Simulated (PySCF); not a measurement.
Delta-SCF ions had no search for a lower state. Excitations are Tamm–Dancoff values on a coarser integration grid. The basis has no diffuse functions, so Rydberg states are missing or too high.

Cartesian coordinates (Å):
SMILES: Bc1cc(O)ccn1
```xyz
14

B      2.5784     0.0303    -0.0725
C      1.0410     0.2382     0.0064
C      0.1640    -0.8541    -0.1405
C     -1.2211    -0.6566    -0.0674
O     -2.1237    -1.6509    -0.1978
C     -1.6813     0.6455     0.1527
C     -0.7394     1.6722     0.2871
N      0.5762     1.4964     0.2199
H      3.0178    -1.0793    -0.2629
H      3.3244     0.9645     0.0547
H      0.5720    -1.8549    -0.3115
H     -1.6653    -2.4898    -0.3444
H     -2.7532     0.8414     0.2160
H     -1.0899     2.6970     0.4600
```
Charge 0, multiplicity 1.

### Question
What vertical ionisation energy (Delta-SCF), S1 excitation (TDA), total energy, S1–T1 gap (TDA) and LUMO does TPSSh-D3(BJ)/def2-TZVP // B3LYP-D3(BJ)/def2-SVP (PySCF 2.14.0) give?

### Answer

- vertical ionisation energy (Delta-SCF) = 9.10 eV
- S1 excitation (TDA) = 3.34 eV
- total energy = -349.1068 Ha
- S1–T1 gap (TDA) = 0.36 eV
- LUMO = -2.66 eV
